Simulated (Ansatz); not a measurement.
**Strength of the C–Mg bond: C3H9MgN → C2H6MgN + CH3**

Species: C3H9MgN `[CH3][Mg][N](C)C`, singlet; C2H6MgN `C[N](C)[Mg]`, doublet; CH3 (methyl radical) `[CH3]`, doublet. 

Shapes, held fixed at every level: PBE0-D4/def2-TZVP. Programs: Ansatz 0.2.0. Electronic energies: no zero-point or thermal term.

| level | kind | ΔE (kJ/mol) | less CCSD(T)/def2-TZVPP | CPU time (sum over the molecules) |
| --- | --- | --- | --- | --- |
| HF/def2-TZVPP | Hartree–Fock | +152.4 | -117.0 | – |
| SPW92/def2-TZVPP | LDA | +313.9 | +44.5 | 17 s |
| PBE-D4/def2-TZVPP | GGA | +265.7 | -3.7 | 32 s |
| r2SCAN-D4/def2-TZVPP | meta-GGA | +248.0 | -21.4 | 60 s |
| wB97X-V/def2-TZVPP | range-separated hybrid | +281.5 | +12.1 | 90 s |
| CCSD(T)/def2-SVP | coupled cluster or CI | +259.0 | -10.4 | 1.9 min |
| CCSD/def2-TZVPP | coupled cluster or CI | +261.3 | -8.1 | – |
| CCSD(T)/def2-TZVPP | coupled cluster or CI | +269.4 | 0.0 | 53 min |

The highest level, CCSD(T)/def2-TZVPP, gives ΔE = +269.4 kJ/mol; the levels span +152.4 to +313.9. The column of differences is taken from that level and isn't an error. Hartree–Fock misses the correlation of the pair that is broken and comes out low. No measured value is set beside it here. Open shells run unrestricted unless RO is named. Correlated rows may include outer-core shells of Mg, which these sets cover unevenly. Times are processor times on shared x86 and Arm servers, and rough.
